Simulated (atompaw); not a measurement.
**Which change was made? (Cl, PAW (atompaw))**

- Element: Cl (Z = 17)
- Generator: atompaw 4.2.0.5
- Type: PAW
- Functional: PBE
- Relativity: scalar-relativistic
- Frozen core: [Ne]
- Valence charge: 7
- Reference configuration: 3s2 3p5
- Partial waves: 3s (bound): rc 1.70 bohr; 3s channel at -1.15 Ry: rc 1.70 bohr; 3p (bound): rc 1.70 bohr; 3p channel at 0.55 Ry: rc 1.70 bohr; 3d channel at 0.1 Ry: rc 1.70 bohr; 3d channel at 2.15 Ry: rc 1.70 bohr
- Local potential: bessel scheme, radius 1.45 bohr
- Core correction: smooth core density matched at 1.45 bohr
- Augmentation charge: sinc compensation charge, radius 1.30 bohr; PAW radius 1.70 bohr; waves and projectors: custom polynom gramschmidtortho

Cutoffs, loose and tight: the cutoffs (Ry, on a coarse ladder) from which the occupation-weighted sum of valence levels, in a spherical-Bessel basis at the reference potential, stays within 10 and 1 mRy of its value at 400 Ry. They see the waves, projectors and local potential, not the compensation charge or the core.

The base gives: outcome: generated, no UPF (negative core plus compensation charge); cutoff, loose: 18 Ry; cutoff, tight: 21 Ry; bound ghosts: none.

Question: After one change the result is: outcome: generated; cutoff, loose: 15 Ry; cutoff, tight: 25 Ry; bound ghosts: none. Which change was it?
A. all radii scaled by about 1.29 (s 2.20, p 2.20, d 2.20 bohr); local potential bessel scheme, radius 1.88 bohr; augmentation sinc compensation charge, radius 1.68 bohr; PAW radius 2.20 bohr; waves and projectors: custom polynom gramschmidtortho; core correction smooth core density matched at 1.88 bohr
B. all radii scaled by about 0.82 (s 1.40, p 1.40, d 1.40 bohr); local potential bessel scheme, radius 1.20 bohr; augmentation sinc compensation charge, radius 1.08 bohr; PAW radius 1.40 bohr; waves and projectors: custom polynom gramschmidtortho; core correction smooth core density matched at 1.20 bohr
C. all radii scaled by about 0.75 (s 1.28, p 1.28, d 1.28 bohr); local potential bessel scheme, radius 1.08 bohr; augmentation sinc compensation charge, radius 0.98 bohr; PAW radius 1.28 bohr; waves and projectors: custom polynom gramschmidtortho; core correction smooth core density matched at 1.08 bohr

Answer: A. The others give: all radii scaled by about 0.82 (s 1.40, p 1.40, d 1.40 bohr); local potential bessel scheme, radius 1.20 bohr; augmentation sinc compensation charge, radius 1.08 bohr; PAW radius 1.40 bohr; waves and projectors: custom polynom gramschmidtortho; core correction smooth core density matched at 1.20 bohr → outcome: generated; cutoff, loose: 25 Ry; cutoff, tight: 45 Ry; bound ghosts: none | all radii scaled by about 0.75 (s 1.28, p 1.28, d 1.28 bohr); local potential bessel scheme, radius 1.08 bohr; augmentation sinc compensation charge, radius 0.98 bohr; PAW radius 1.28 bohr; waves and projectors: custom polynom gramschmidtortho; core correction smooth core density matched at 1.08 bohr → outcome: generated; cutoff, loose: 35 Ry; cutoff, tight: 55 Ry; bound ghosts: none.
